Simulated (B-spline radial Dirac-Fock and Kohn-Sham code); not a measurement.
Kohn-Sham estimates against Dirac-Fock for the levels of Tm

System: the free thulium atom in the configuration [Xe] 4f11 5d2 6s2 (not the ground configuration).

The density-functional columns are spherical, spin-unpolarised Dirac-Kohn-Sham results without Breit or QED terms: −ε is minus the orbital energy of the initial state and ΔSCF the difference of two total energies. The reference in the last column comes from ΔSCF Dirac-Fock with Breit, self-energy and vacuum polarisation, finite nucleus, configuration average. All numbers are from an atomic code on a B-spline grid, in eV; a selection of levels is shown. The Kohn-Sham columns are given as differences from the reference. For the 1s level of heavy atoms much of the gap between ΔSCF and the reference is the Breit and QED part, -276.6 eV here; for other levels the error of the functional can be larger.

```tsv
level	LDA −ε − DF	LDA ΔSCF − DF	Dirac-Fock
K (1s)	-238.5	+264.0	59402.9
L1 (2s)	-149.2	-59.7	10139.9
L2 (2p1/2)	-106.7	+8.5	9634.7
L3 (2p3/2)	-116.8	-15.7	8665.8
M1 (3s)	-74.2	-49.5	2332.5
M2 (3p1/2)	-58.0	-31.5	2111.9
M3 (3p3/2)	-57.1	-32.8	1904.4
M4 (3d3/2)	-36.2	-6.8	1532.9
M5 (3d5/2)	-37.1	-8.6	1488.6
N1 (4s)	-36.7	-26.3	493.8
N2 (4p1/2)	-29.3	-19.0	404.1
N3 (4p3/2)	-29.5	-19.6	357.1
N4 (4d3/2)	-17.2	-7.6	208.9
N5 (4d5/2)	-17.3	-7.8	200.3
N6,7 (4f)	-4.6	+3.7	21.36
O1 (5s)	-9.3	-3.3	70.93
O2 (5p1/2)	-4.8	+0.8	43.02
O3 (5p3/2)	-4.9	+0.5	36.58
O4,5 (5d)	-2.6	+1.2	5.83
P1 (6s)	-0.9	+1.9	5.91
```

Values without a named source are computed, but for edge energies of neutral atoms, which are taken from tables.
